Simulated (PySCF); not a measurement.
CHOS, SMILES [OH+]=C=S, charge +1. Geometry: B3LYP-D3(BJ)/def2-TZVP. The isomer is the one that the SMILES or the coordinates give; other isomers of the formula were not compared.

TDA-LC-ωPBE/def2-SVPD (PySCF) puts the lowest singlet excitations at 4.84, 5.66, 6.04, 9.21, 9.72, 10.13 eV.

Q: What are the lowest excitation roots from ADC(2)/aug-cc-pVDZ in PySCF 2.14.0? (Estimate from the structure and the level; the computed values follow.)

A: 5.42, 6.17, 6.70, 8.71, 8.83, 9.43 eV. S1 differs by 0.58 eV (second minus first; roots are paired by order, and the bases may differ).
